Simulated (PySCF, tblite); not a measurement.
C5H11FP2.
Numbering: `[CH3:1]/[C:2]([F:3])=[P:4]/[CH2:5][P:6]([CH3:7])[CH3:8]` (hydrogens: H9, H10, H11 on C1; H12, H13 on C5; H14, H15, H16 on C7; H17, H18, H19 on C8)

The geometry is computed with GFN2-xTB (gas phase).

List the bond lengths, angles and torsions at this level.

```
                   bond  length (Å)
                  C1–C2       1.487
                  C2–F3       1.355
                  C2=P4       1.680
                  P4–C5       1.857
                  C5–P6       1.870
           P6–C7, P6–C8       1.850
  C1–H9, C1–H10, C1–H11       1.090
         C5–H12, C5–H13       1.093
C7–H14 and 5 like bonds       1.089
```

Bonds in one row agree within 0.01 Å and their mean is given. A selection of angles:
```
   angle  degrees
C1–C2–F3    113.2
C1–C2–P4    125.3
F3–C2–P4    121.5
C2–P4–C5     99.8
P4–C5–P6    109.8
C5–P6–C7     97.3
C7–P6–C8     98.4
```

Torsions: C1–C2–P4–C5 179° (antiperiplanar); C2–P4–C5–P6 -68° (synclinal); P4–C5–P6–C7 -75° (synclinal). The mirror-image conformer, all signs reversed, is as good.

Of the pairs four or more bonds apart, F3···P6 is among the closest relative to their van der Waals radii: 3.09 Å, 94 % of the sum of Bondi's values. P6 (phosphine phosphorus) is pyramidal (angles 98.4°, 97.3° and 97.0°, sum 292.7°, 0.92 Å off the plane of its three neighbours). The 5 C–P bonds span 1.680 Å (C2=P4, drawn double) to 1.870 Å (C5–P6, drawn single), a spread of 0.190 Å.

Point group: C1 (no symmetry element, even within 0.4 Å). Its GFN2-xTB frequencies are all real (lowest 37 cm⁻¹). The numbers are those of one conformer. 3 starts were optimised and ended at 0.00, 1.00 and 1.04 kcal/mol (GFN2-xTB); the lowest of these is shown.
